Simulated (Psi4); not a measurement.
Cl2Ge (SMILES [Cl][Ge][Cl]), singlet, at a GFN2-xTB geometry; B3LYP/def2-TZVPPD run with Psi4.

The Psi4 input:
```
memory 2 GB

molecule {
0 1
  Ge    0.03708706   -0.04229772    0.71659349
  Cl    1.00471861    1.32222639   -0.65255028
  Cl   -1.07452955   -1.24260715   -0.69633159
}

set basis def2-tzvppd

energy('b3lyp')
print_variables()
```

What the program printed (banner, timings and long lists left out):

```
   => Loading Basis Set <=

    Name: DEF2-TZVPPD
    Role: ORBITAL
    Keyword: BASIS

         ---------------------------------------------------------
                                   SCF
               by Justin Turney, Rob Parrish, Andy Simmonett
                          and Daniel G. A. Smith
                              RKS Reference
         ---------------------------------------------------------

  ==> Geometry <==

    Molecular point group: cs
    Full point group: Cs

    Geometry (in Angstrom), charge = 0, multiplicity = 1:

       Center              X                  Y                   Z               Mass
    ------------   -----------------  -----------------  -----------------  -----------------
         GE           0.009020841035    -0.678278823471     0.000000000000    73.921177761000
         CL          -1.660415661873     0.694955784677     0.000000000000    34.968852682000
         CL           1.641346371845     0.738867908005     0.000000000000    34.968852682000

  Running in cs symmetry.

  Rotational constants: A =      0.24094  B =      0.08843  C =      0.06469 [cm^-1]
  Rotational constants: A =   7223.20082  B =   2650.92513  C =   1939.22628 [MHz]
  Nuclear repulsion =  312.657598030032148

  Charge       = 0
  Multiplicity = 1
  Electrons    = 66
  Nalpha       = 33
  Nbeta        = 33

  ==> Algorithm <==

  SCF Algorithm Type is DF.
  DIIS enabled.
  MOM disabled.
  Fractional occupation disabled.
  Guess Type is SAD.
  Energy threshold   = 1.00e-06
  Density threshold  = 1.00e-06
  Integral threshold = 1.00e-12

  ==> Primary Basis <==

  Basis Set: DEF2-TZVPPD
    Blend: DEF2-TZVPPD
    Number of shells: 52
    Number of basis functions: 156
    Number of Cartesian functions: 178
    Spherical Harmonics?: true
    Max angular momentum: 3

  ==> DFT Potential <==

   => LibXC <=

    Version 7.1.2
    S. Lehtola, C. Steigemann, M. J. T. Oliveira, and M. A. L. Marques,  SoftwareX 7, 1–5 (2018) (10.1016/j.softx.2017.11.002)

   => Composite Functional: B3LYP <=

    B3LYP Hyb-GGA Exchange-Correlation Functional

    P. J. Stephens, F. J. Devlin, C. F. Chabalowski, and M. J. Frisch,  J. Phys. Chem. 98, 11623 (1994) (10.1021/j100096a001)

    Deriv               =              1
    GGA                 =           TRUE
    Meta                =          FALSE

    Exchange Hybrid     =           TRUE
    MP2 Hybrid          =          FALSE

   => Exchange Functionals <=

    0.0800   Slater exchange
[...]
   @DF-RKS iter   4: -2997.59753517944591   -5.54613e-02   3.08974e-04 DIIS/ADIIS
   @DF-RKS iter   5: -2997.59726747540390    2.67704e-04   3.95662e-04 DIIS/ADIIS
   @DF-RKS iter   6: -2997.59841845952860   -1.15098e-03   2.16349e-05 DIIS
   @DF-RKS iter   7: -2997.59842202740447   -3.56788e-06   7.25058e-06 DIIS
   @DF-RKS iter   8: -2997.59842231699258   -2.89588e-07   1.67918e-06 DIIS
   @DF-RKS iter   9: -2997.59842233005384   -1.30613e-08   2.27835e-07 DIIS
  Energy and wave function converged.

  ==> Post-Iterations <==

   Electrons on quadrature grid:
      Ntotal   =   66.0000072755 ; deviation = 7.276e-06

    Orbital Energies [Eh]
    ---------------------

    Doubly Occupied:

[...]
    Virtual:

[...]
    Final Occupation by Irrep:
             Ap   App
    DOCC [    25,    8 ]
    NA   [    25,    8 ]
    NB   [    25,    8 ]

  @DF-RKS Final Energy: -2997.59842233005384

   => Energetics <=

    Nuclear Repulsion Energy =            312.6575980300321476
    One-Electron Energy =               -4789.0018745307215795
    Two-Electron Energy =                1587.9059787079456783
    DFT Exchange-Correlation Energy =    -109.1601245373099971
    Empirical Dispersion Energy =           0.0000000000000000
    VV10 Nonlocal Energy =                  0.0000000000000000
    Total Energy =                      -2997.5984223300533813

Computation Completed

Properties will be evaluated at   0.000000,   0.000000,   0.000000 [a0]

Properties computed using the SCF density matrix

 Multipole Moments:

 ------------------------------------------------------------------------------------
     Multipole            Electronic (a.u.)      Nuclear  (a.u.)        Total (a.u.)
 ------------------------------------------------------------------------------------

 L = 1.  Multiply by 2.5417464519 to convert [e a0] to [Debye]
 Dipole X            :          0.0770699           -0.0671061            0.0099638
 Dipole Y            :         -5.7948978            5.0457207           -0.7491770
 Dipole Z            :          0.0000000            0.0000000            0.0000000
 Magnitude           :                                                    0.7492433

 ------------------------------------------------------------------------------------

  Variable Map:
  ----------------------------------------------------------------------------
[...]
  Array Variable Map:
  ----------------------------------------------------------------------------
[...]
[...]
```
